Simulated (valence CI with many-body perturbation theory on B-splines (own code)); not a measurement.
# Missing levels of Ce XLV

Computed by configuration interaction combined with many-body perturbation theory (CI+MBPT): four valence electrons over a frozen Dirac-Fock core [Ne], a basis of 11 s, 11 p, 9 d, 7 f, 5 g, 2 h, 1 i functions for each j, with the one-electron correlation potential Σ1, the two-electron term Σ2, the three-electron term Σ3, Breit, model QED; selected CI, second order for the rest (own B-spline code, finite nucleus).

The last digits are not significant, and no measured levels were compared; by estimate large intervals hold to a few tenths of a per cent, small ones and those within an open d or f shell to about a per cent.

```csv
Level,E (cm⁻¹)
(3s^2 3p1/2^2) J=0,0
(3s^2 3p1/2 3p3/2) J=1,849860
(3s^2 3p1/2 3p3/2) J=2,906440
(3s 3p1/2^2 3p3/2) J=2,?
(3s^2 3p3/2^2) J=2,?
(3s^2 3p3/2^2) J=0,?
(3s 3p1/2^2 3p3/2) J=1,1945100
(3s^2 3p1/2 3d3/2) J=2,2151500
(3s^2 3p1/2 3d3/2) J=1,2392000
(3s^2 3p1/2 3d5/2) J=2,?
(3s^2 3p1/2 3d5/2) J=3,2448600
(3s 3p1/2 3p3/2^2) J=2 [a],2645900
(3s 3p1/2 3p3/2^2) J=3,2713000
(3s 3p1/2 3p3/2^2) J=0,2775500
(3s 3p1/2 3p3/2^2) J=1 [a],?
(3s 3p1/2 3p3/2^2) J=2 [b],2871300
(3s 3p1/2 3p3/2^2) J=1 [b],2932300
(3s 3p1/2^2 3d3/2) J=1,3092900
(3s 3p1/2^2 3d3/2) J=2,?
(3s^2 3p3/2 3d3/2) J=3,3229400
```

Levels are named by their leading jj configuration (3d3/2^4 stands for four electrons in 3d with j = 3/2), which in mixed levels can hold well under half, so a name can repeat and another be missing. Letters in brackets count levels of one name in rising energy.

(1) The levels stand in rising order. What does the calculation give for the missing energies?

## Answers

(1) (3s 3p1/2^2 3p3/2) J=2 1771100; (3s^2 3p3/2^2) J=2 1797300; (3s^2 3p3/2^2) J=0 1919900; (3s^2 3p1/2 3d5/2) J=2 2420600; (3s 3p1/2 3p3/2^2) J=1 [a] 2849500; (3s 3p1/2^2 3d3/2) J=2 3130200.
